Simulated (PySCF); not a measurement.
C3H7NOSi, SMILES C#CCN[SiH2]O.

Geometry optimised at PBE-D3(BJ)/def2-SVP. The structure was generated by enumeration, and PubChem lists no compound with its InChIKey, so it may never have been made. Other conformers were not sampled.

These are PBE-D3(BJ)/def2-SVP in PySCF 2.14.0 values and carry that method's errors.

Frequencies are harmonic and unscaled.

| mode | ν (cm⁻¹) | IR (km/mol) | moving atoms (share of kinetic energy) |
|---|---|---|---|
| 1 | 59 | 1.4 | C 44 %, O 29 %, H 16 % |
| 2 | 76 | 0.3 | O 35 %, H 29 %, C 22 %, Si 13 % |
| 3 | 183 | 2.5 | C 48 %, H 20 %, O 14 %, Si 12 % |
| 4 | 226 | 5.3 | H 47 %, N 24 %, C 19 % |
| 5 | 279 | 19.1 | H 42 %, C 23 %, N 19 %, Si 15 % |
| 6 | 319 | 6.9 | C 52 %, H 43 % |
| 7 | 356 | 122.6 | H 53 %, O 21 %, C 14 % |
| 8 | 499 | 88.9 | H 67 %, C 25 % |
| 9 | 563 | 51.4 | N 43 %, C 31 %, H 20 % |
| 10 | 624 | 26.0 | H 57 %, C 19 %, Si 17 % |
| 11 | 640 | 41.5 | H 79 %, C 21 % |
| 12 | 661 | 30.5 | H 79 %, C 21 % |
| 13 | 737 | 23.2 | H 52 %, N 19 %, Si 16 %, C 9 % |
| 14 | 761 | 44.3 | H 72 %, N 10 %, O 9 % |
| 15 | 825 | 66.6 | O 40 %, H 39 %, Si 15 % |
| 16 | 881 | 55.1 | H 74 %, Si 12 %, O 9 % |
| 17 | 908 | 142.2 | H 60 %, C 27 %, Si 8 % |
| 18 | 913 | 43.7 | C 48 %, H 45 % |
| 19 | 927 | 179.2 | H 73 %, Si 19 % |
| 20 | 943 | 15.8 | H 54 %, C 34 %, N 10 % |
| 21 | 1100 | 93.6 | N 42 %, C 41 %, H 16 % |
| 22 | 1187 | 22.4 | H 91 % |
| 23 | 1302 | 18.1 | H 75 %, C 22 % |
| 24 | 1356 | 32.9 | H 79 %, N 16 % |
| 25 | 1381 | 8.7 | H 94 % |
| 26 | 2147 | 1.5 | C 90 %, H 10 % |
| 27 | 2154 | 125.4 | H 96 % |
| 28 | 2218 | 126.7 | H 97 % |
| 29 | 2951 | 22.5 | H 95 % |
| 30 | 2994 | 6.1 | H 91 %, C 9 % |
| 31 | 3402 | 71.4 | H 86 %, C 14 % |
| 32 | 3482 | 13.7 | H 93 % |
| 33 | 3718 | 69.1 | H 94 % |
